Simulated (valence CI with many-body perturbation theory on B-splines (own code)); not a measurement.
Values are calculated unless marked as measured or tabulated.
**Level structure of Te⁴⁵⁺**

Level of theory: valence CI with perturbative core correlation (CI+MBPT): five valence electrons over a frozen Dirac-Fock core [He], radial functions for each j: 11 s, 11 p, 10 d, 8 f, 5 g, 2 h, with the one-electron correlation potential Σ1, the two-electron term Σ2, the three-electron term Σ3, Breit, model QED; selected CI, second order for the rest, scaled by the run's own slope (own B-spline code, finite nucleus).

No measured spectrum was set against this ion. As an estimate, large intervals hold to a few tenths of a per cent, small ones and those within an open d or f shell to about a per cent. Among the levels kept, up to 7200 cm⁻¹ of a level comes from second order outside the variational space, and about a tenth of that is noise between levels of different J, which matters for small intervals.

Levels 1 to 45 of 200, with energies above the lowest level, (2s^2 2p1/2^2 2p3/2) J=3/2. "Leading %" is the weight of the configuration and term that name the level; weights of strongly mixed levels are sums over their largest components and can fall short, so below about 35 % the name and the second component can differ from the true leading terms, or belong to a minority configuration. In the jj column 3d3/2^4 stands for four electrons in 3d with j = 3/2.

| No. | Configuration | Term | J | E (eV) | Leading % | Second component | g | Leading jj |
| --- | --- | --- | --- | --- | --- | --- | --- | --- |
| 1 | 2s²2p³ | ²P° | 3/2 | 0.0 | 46 | 28 % 2s²2p³ ⁴S° | 1.368 | 2s^2 2p1/2^2 2p3/2 (99 %) |
| 2 | 2s²2p³ | ⁴S° | 3/2 | 270.4 | 54 | 45 % 2s²2p³ ²D° | 1.437 | 2s^2 2p1/2 2p3/2^2 (99 %) |
| 3 | 2s²2p³ | ²D° | 5/2 | 289.8 | 100 |  | 1.182 | 2s^2 2p1/2 2p3/2^2 (100 %) |
| 4 | 2s²2p³ | ²P° | 1/2 | 319.2 | 100 |  | 0.643 | 2s^2 2p1/2 2p3/2^2 (100 %) |
| 5 | 2s2p⁴ | ⁴P | 5/2 | 477.3 | 76 | 24 % 2s2p⁴ ²D | 1.487 | 2s 2p1/2^2 2p3/2^2 (99 %) |
| 6 | 2s2p⁴ | ²S | 1/2 | 542.4 | 59 | 34 % 2s2p⁴ ⁴P | 2.117 | 2s 2p1/2^2 2p3/2^2 (98 %) |
| 7 | 2s2p⁴ | ²P | 3/2 | 543.9 | 42 | 36 % 2s2p⁴ ²D | 1.210 | 2s 2p1/2^2 2p3/2^2 (97 %) |
| 8 | 2s²2p³ | ²P° | 3/2 | 590.7 | 53 | 29 % 2s²2p³ ²D° | 1.281 | 2s^2 2p3/2^3 (99 %) |
| 9 | 2s2p⁴ | ⁴P | 3/2 | 767.6 | 78 | 16 % 2s2p⁴ ²D | 1.543 | 2s 2p1/2 2p3/2^3 (98 %) |
| 10 | 2s2p⁴ | ²D | 5/2 | 798.8 | 76 | 24 % 2s2p⁴ ⁴P | 1.278 | 2s 2p1/2 2p3/2^3 (99 %) |
| 11 | 2s2p⁴ | ²P | 1/2 | 833.1 | 60 | 36 % 2s2p⁴ ⁴P | 1.432 | 2s 2p1/2 2p3/2^3 (96 %) |
| 12 | 2s2p⁴ | ²P | 3/2 | 844.5 | 51 | 48 % 2s2p⁴ ²D | 1.065 | 2s 2p1/2 2p3/2^3 (99 %) |
| 13 | 2p⁵ | ²P° | 3/2 | 1073.4 | 99 |  | 1.317 | 2p1/2^2 2p3/2^3 (99 %) |
| 14 | 2s2p⁴ | ²S | 1/2 | 1121.0 | 37 | 33 % 2s2p⁴ ²P | 1.734 | 2s 2p3/2^4 (97 %) |
| 15 | 2p⁵ | ²P° | 1/2 | 1363.7 | 100 |  | 0.643 | 2p1/2 2p3/2^4 (100 %) |
| 16 | 2s²2p²3s | ⁴P | 1/2 | 4220.1 | 49 | 28 % 2s²2p²3s ²S | 2.021 | 2s^2 2p1/2^2 3s (99 %) |
| 17 | 2s²2p²3p | ²P° | 1/2 | 4282.7 | 43 | 40 % 2s²2p²3p ⁴D° | 0.658 | 2s^2 2p1/2^2 3p1/2 (99 %) |
| 18 | 2s²2p²3p | ²P° | 3/2 | 4374.9 | 31 | 22 % 2s²2p²3p ⁴D° | 1.332 | 2s^2 2p1/2^2 3p3/2 (99 %) |
| 19 | 2s²2p²3d | ²D | 3/2 | 4436.3 | 39 | 35 % 2s²2p²3d ⁴F | 0.784 | 2s^2 2p1/2^2 3d3/2 (99 %) |
| 20 | 2s²2p²3d | ²D | 5/2 | 4467.4 | 32 | 20 % 2s²2p²3d ⁴D | 1.199 | 2s^2 2p1/2^2 3d5/2 (98 %) |
| 21 | 2s²2p²3s | ⁴P | 3/2 | 4496.0 | 88 | 10 % 2s²2p²3s ²P | 1.670 | 2s^2 2p1/2 2p3/2 3s (99 %) |
| 22 | 2s²2p²3s | ²P | 1/2 | 4502.8 | 67 | 32 % 2s²2p²3s ⁴P | 1.297 | 2s^2 2p1/2 2p3/2 3s (99 %) |
| 23 | 2s²2p²3s | ²D | 5/2 | 4512.5 | 61 | 38 % 2s²2p²3s ⁴P | 1.336 | 2s^2 2p1/2 2p3/2 3s (98 %) |
| 24 | 2s²2p²3s | ²D | 3/2 | 4516.6 | 62 | 36 % 2s²2p²3s ²P | 0.987 | 2s^2 2p1/2 2p3/2 3s (99 %) |
| 25 | 2s²2p²3p | ⁴P° | 1/2 | 4558.1 | 46 | 29 % 2s²2p²3p ⁴D° | 1.715 | 2s^2 2p1/2 2p3/2 3p1/2 (99 %) |
| 26 | 2s²2p²3p | ⁴D° | 3/2 | 4563.5 | 55 | 23 % 2s²2p²3p ²D° | 1.144 | 2s^2 2p1/2 2p3/2 3p1/2 (99 %) |
| 27 | 2s²2p²3p | ²F° | 5/2 | 4575.1 | 45 | 32 % 2s²2p²3p ²D° | 1.083 | 2s^2 2p1/2 2p3/2 3p1/2 (99 %) |
| 28 | 2s²2p²3p | ²P° | 3/2 | 4598.2 | 41 | 26 % 2s²2p²3p ²D° | 1.348 | 2s^2 2p1/2 2p3/2 3p1/2 (98 %) |
| 29 | 2s²2p²3p | ⁴D° | 5/2 | 4640.3 | 46 | 32 % 2s²2p²3p ⁴P° | 1.441 | 2s^2 2p1/2 2p3/2 3p3/2 (89 %) |
| 30 | 2s²2p²3p | ⁴P° | 1/2 | 4646.9 | 34 | 33 % 2s²2p²3p ²P° | 1.640 | 2s^2 2p1/2 2p3/2 3p3/2 (98 %) |
| 31 | 2s²2p²3p | ²D° | 3/2 | 4652.7 | 52 | 26 % 2s²2p²3p ⁴P° | 1.177 | 2s^2 2p1/2 2p3/2 3p3/2 (99 %) |
| 32 | 2s²2p²3p | ²F° | 7/2 | 4659.4 | 61 | 39 % 2s²2p²3p ⁴D° | 1.241 | 2s^2 2p1/2 2p3/2 3p3/2 (99 %) |
| 33 | 2s²2p²3p | ²P° | 3/2 | 4663.7 | 34 | 23 % 2s²2p²3p ⁴S° | 1.396 | 2s^2 2p1/2 2p3/2 3p3/2 (86 %) |
| 34 | 2s²2p²3p | ²D° | 5/2 | 4671.8 | 35 | 17 % 2s2p³3s ⁴P° | 1.367 | 2s^2 2p1/2 2p3/2 3p3/2 (60 %) |
| 35 | 2s²2p²3p | ²D° | 5/2 | 4683.1 | 23 | 21 % 2s2p³3s ⁴P° | 1.464 | 2s^2 2p1/2 2p3/2 3p3/2 (49 %) |
| 36 | 2s²2p²3p | ²P° | 1/2 | 4688.2 | 83 | 8 % 2s²2p²3p ⁴D° | 0.662 | 2s^2 2p1/2 2p3/2 3p3/2 (95 %) |
| 37 | 2s2p³3s | ²P° | 3/2 | 4697.6 | 30 | 29 % 2s2p³3s ⁴S° | 1.504 | 2s 2p1/2^2 2p3/2 3s (86 %) |
| 38 | 2s²2p²3d | ⁴F | 3/2 | 4713.2 | 43 | 30 % 2s²2p²3d ²P | 0.937 | 2s^2 2p1/2 2p3/2 3d3/2 (98 %) |
| 39 | 2s²2p²3d | ⁴F | 5/2 | 4715.1 | 55 | 36 % 2s²2p²3d ²F | 0.978 | 2s^2 2p1/2 2p3/2 3d3/2 (97 %) |
| 40 | 2s²2p²3d | ⁴D | 1/2 | 4716.8 | 80 | 14 % 2s²2p²3d ²P | 0.233 | 2s^2 2p1/2 2p3/2 3d3/2 (100 %) |
| 41 | 2s²2p²3d | ²G | 7/2 | 4727.8 | 44 | 35 % 2s²2p²3d ⁴F | 1.053 | 2s^2 2p1/2 2p3/2 3d3/2 (90 %) |
| 42 | 2s²2p²3d | ²F | 5/2 | 4732.7 | 25 | 21 % 2s²2p²3d ²D | 1.223 | 2s^2 2p1/2 2p3/2 3d3/2 (62 %) |
| 43 | 2s²2p²3d | ⁴D | 7/2 | 4734.4 | 49 | 28 % 2s²2p²3d ⁴F | 1.301 | 2s^2 2p1/2 2p3/2 3d5/2 (94 %) |
| 44 | 2s²2p²3d | ²D | 3/2 | 4737.4 | 26 | 18 % 2s²2p²3d ⁴D | 1.340 | 2s^2 2p1/2 2p3/2 3d3/2 (50 %) |
| 45 | 2s2p³3s | ²P° | 1/2 | 4741.0 | 37 | 37 % 2s2p³3s ⁴D° | 0.756 | 2s 2p1/2^2 2p3/2 3s (93 %) |

The ionisation energy to 2s²2p² ³P0 of the next ion comes out as 7713.9 eV (NIST: 7714 ± 4 eV (theoretical)). All 200 levels together are meant to be complete up to 5405.9 eV.
